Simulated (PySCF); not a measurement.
# Electron correlation in C²⁺ (carbon, charge +2)

[He] 2s1 2p1, high-spin 3P determinant (an excited configuration). Calculation: PySCF 2.14, in x2c-TZVPPall with one added diffuse shell each of s, p, d type (6s4p3d1f, 40 functions); the spin-free X2C one-electron Hamiltonian (Gaussian nucleus). Frozen: 1s2; 2 electrons correlated.

With two correlated electrons CCSD is exact within the correlated space (frozen core and kept virtual orbitals).

| level | correlation energy (mhartree) |
| --- | --- |
| CCSD | -4.64 |

Diagnostics: T1 = 0.0011, D1 = 0.0019, largest double amplitude 0.021.

Cost of the coupled-cluster step: roughly 0.6 core-seconds, for 2 correlated electrons.
